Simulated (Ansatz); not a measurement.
C$_{2}$H$_{11}$BOSi, SMILES `C[BH-](C)[OH+][SiH3]` at its PBE0-D4/def2-TZVP geometry, where that method's forces vanish. Charge 0, multiplicity 1.

```json
{"atom": "C1", "x (Å)": "0.323", "y (Å)": "1.362", "z (Å)": "1.377"}
{"atom": "B2", "x (Å)": "-0.120", "y (Å)": "0.574", "z (Å)": "0.070"}
{"atom": "C3", "x (Å)": "-1.679", "y (Å)": "0.442", "z (Å)": "-0.239"}
{"atom": "O4", "x (Å)": "0.415", "y (Å)": "-1.040", "z (Å)": "0.298"}
{"atom": "Si5", "x (Å)": "1.260", "y (Å)": "-1.516", "z (Å)": "-1.093"}
{"atom": "H6", "x (Å)": "1.395", "y (Å)": "1.290", "z (Å)": "1.585"}
{"atom": "H7", "x (Å)": "-0.214", "y (Å)": "1.029", "z (Å)": "2.274"}
{"atom": "H8", "x (Å)": "0.096", "y (Å)": "2.427", "z (Å)": "1.257"}
{"atom": "H9", "x (Å)": "0.567", "y (Å)": "0.814", "z (Å)": "-0.921"}
{"atom": "H10", "x (Å)": "-2.093", "y (Å)": "1.432", "z (Å)": "-0.459"}
{"atom": "H11", "x (Å)": "-1.912", "y (Å)": "-0.188", "z (Å)": "-1.105"}
{"atom": "H12", "x (Å)": "-2.249", "y (Å)": "0.061", "z (Å)": "0.619"}
{"atom": "H13", "x (Å)": "-0.271", "y (Å)": "-1.619", "z (Å)": "0.646"}
{"atom": "H14", "x (Å)": "0.462", "y (Å)": "-1.294", "z (Å)": "-2.316"}
{"atom": "H15", "x (Å)": "2.546", "y (Å)": "-0.798", "z (Å)": "-1.092"}
{"atom": "H16", "x (Å)": "1.476", "y (Å)": "-2.976", "z (Å)": "-0.901"}
```

Q: For each bond, give half the difference of the two atoms' forces along it (eV/Å; positive pushes the atoms apart) under PBE-D4, r2SCAN-D4, B3LYP-D4, ωB97M-V in def2-TZVPP. (Best estimate.)

A: Ansatz gave: 
| bond | length (Å) | PBE-D4 | r2SCAN-D4 | B3LYP-D4 | ωB97M-V |
| --- | --- | --- | --- | --- | --- |
| C1–B2 | 1.589 | -0.06 | -0.01 | 0.04 | 0.06 |
| C1–H6 | 1.094 | 0.11 | -0.01 | -0.04 | -0.05 |
| C1–H7 | 1.097 | 0.13 | 0.00 | -0.03 | -0.06 |
| C1–H8 | 1.096 | 0.13 | -0.01 | -0.04 | -0.06 |
| B2–C3 | 1.595 | -0.07 | -0.01 | 0.06 | 0.08 |
| B2–O4 | 1.716 | -0.03 | 0.14 | 0.17 | 0.13 |
| B2–H9 | 1.229 | 0.07 | -0.04 | -0.17 | -0.14 |
| C3–H10 | 1.095 | 0.13 | -0.01 | -0.05 | -0.06 |
| C3–H11 | 1.096 | 0.11 | -0.01 | -0.04 | -0.05 |
| O4–Si5 | 1.696 | 0.24 | 0.02 | 0.14 | 0.19 |
| O4–H13 | 0.962 | 0.31 | 0.00 | -0.04 | -0.10 |
| Si5–H14 | 1.477 | 0.01 | -0.03 | -0.08 | -0.13 |
| Si5–H15 | 1.473 | 0.04 | -0.03 | -0.09 | -0.14 |
| Si5–H16 | 1.488 | 0.07 | -0.04 | -0.13 | -0.15 |

B3LYP here is the variant with VWN-RPA as its local correlation; programs differ in this.
